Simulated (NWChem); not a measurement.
The numbers come from NWChem runs, not from measurements. System: bromine monochloride (BrCl), charge 0, spin multiplicity 1, at a geometry optimised with B3LYP/def2-SVP. Level: G0W0@PBE0/def2-QZVP, RI basis def2-qzvp-rifit.

The NWChem input:

```
start mol
memory heap 200 mb stack 700 mb global 1700 mb
geometry units angstroms nocenter noautoz
  Cl     0.000000     0.000000     1.477578
  Br     0.000000     0.000000    -0.717681
  symmetry group C2v
end
basis spherical
  * library def2-qzvp
end
basis "ri basis" bse spherical
  * library def2-qzvp-rifit
end
dft
  xc pbe0
  iterations 100
  direct
  tolerances tight
end
task dft energy
gw
  states alpha occ 4 vir 2
end
task dft gw
```

Output (cleaned and shortened):

```
             Northwest Computational Chemistry Package (NWChem) 7.3.0
             --------------------------------------------------------

                                NWChem Input Module
                                -------------------

 Scaling coordinates for geometry "geometry" by  1.889725989
 (inverse scale =  0.529177249)

 Turning off AUTOSYM since
 SYMMETRY directive was detected!

                             Geometry "geometry" -> ""
                             -------------------------

 Output coordinates in angstroms (scale by  1.889725989 to convert to a.u.)

  No.       Tag          Charge          X              Y              Z
 ---- ---------------- ---------- -------------- -------------- --------------
    1 Cl                  17.0000     0.00000000     0.00000000     1.47757800
    2 Br                  35.0000     0.00000000     0.00000000    -0.71768100

 Effective nuclear repulsion energy (a.u.)     143.4274785594

            Nuclear Dipole moment (a.u.)
            ----------------------------
        X                 Y               Z
 ---------------- ---------------- ----------------
     0.0000000000     0.0000000000    -0.0000170075

      Symmetry information
      --------------------

 Group name             C2v
 Group number             16
 Group order               4
 No. of unique centers     2

      Symmetry unique atoms

     1    2


 Summary of "ao basis" -> "" (spherical)
 ------------------------------------------------------------------------------
       Tag                 Description            Shells   Functions and Types
 ---------------- ------------------------------  ------  ---------------------
 *                         def2-qzvp                  on all atoms

 new library libraries.bse/

 Summary of "ri basis" -> "" (spherical)
 ------------------------------------------------------------------------------
       Tag                 Description            Shells   Functions and Types
 ---------------- ------------------------------  ------  ---------------------
 *                      def2-qzvp-rifit               on all atoms
[...]
           0.000000000000           0.000000000000           0.000000000000

     Multipole analysis of the density
     ---------------------------------

     L   x y z        total         alpha         beta         nuclear
     -   - - -        -----         -----         ----         -------
     0   0 0 0     -0.000000    -26.000000    -26.000000     52.000000

     1   1 0 0     -0.000000     -0.000000     -0.000000      0.000000
     1   0 1 0     -0.000000     -0.000000     -0.000000      0.000000
     1   0 0 1     -0.207031     -0.103507     -0.103507     -0.000017

     2   2 0 0    -23.191248    -11.595624    -11.595624      0.000000
     2   1 1 0     -0.000000     -0.000000     -0.000000      0.000000
     2   1 0 1     -0.000000     -0.000000     -0.000000      0.000000
     2   0 2 0    -23.191248    -11.595624    -11.595624      0.000000
     2   0 1 1     -0.000000     -0.000000     -0.000000      0.000000
     2   0 0 2    -20.344692   -108.630759   -108.630759    196.916826

 Task  times  cpu:      111.5s     wall:      111.5s

                                NWChem Input Module
                                -------------------

                                 NWChem GW Module
                                 ----------------

                             ***********************
                             ***        GW       ***
                             ***********************

 Summary of "ri basis" -> "ri basis" (spherical)
 ------------------------------------------------------------------------------
       Tag                 Description            Shells   Functions and Types
 ---------------- ------------------------------  ------  ---------------------
 Cl                     def2-qzvp-rifit             41      167   12s10p9d6f3g1h
 Br                     def2-qzvp-rifit             58      298   13s12p11d9f7g5h1i

                 Memory Information
                 ------------------
          Available GA per process is          1699.8 MBs
          Available stack per process is        700.0 MBs
          Available heap per process is           0.1 MBs

          Peak memory in Initialization
              Peak GA per process is                 16.1 MBs
              Peak stack per process is               0.2 MBs
              Peak heap per process is               17.2 MBs
              Memory not in MA per process            0.0 MBs

          Peak memory in AFF Calculation
              Peak GA per process is                 98.2 MBs
              Peak stack per process is              73.0 MBs
              Peak heap per process is                0.0 MBs
              Memory not in MA per process           73.0 MBs

          Computing 2-center integrals
          Computing Inverse Cholesky factor
          Computing 3-center integrals
          Computing V_xc ...

          Computing Sigma_x
          Computing RPA polarizability
          Solving quasiparticle equations

                  Alpha Orbitals
          State     Energy (eV)     Error (eV)
          -----------------------------------
@GW        23        -13.205           0.002
@GW        24        -13.205           0.002
@GW        25        -10.954           0.002
@GW        26        -10.954           0.002
@GW        27         -1.436           0.002
@GW        28          5.391           0.003

   Applying  -2.4621 eV scissor-shift to rest of particle states

   Applying   2.3597 eV scissor-shift to rest of hole states

     GW Timing Statistics
   ------------------------
   Init.   :          0.3s
     ERIs  :          3.3s
     Distr.:          0.0s
     Vxc   :          8.1s
   Sigma_x :          0.0s
   RPA     :          8.6s
   Wmn     :          0.1s
   Sigma_c :          0.1s
   GW total:         20.5s

 Task  times  cpu:       20.5s     wall:       20.5s

 Total times  cpu:      132.1s     wall:      132.1s
```
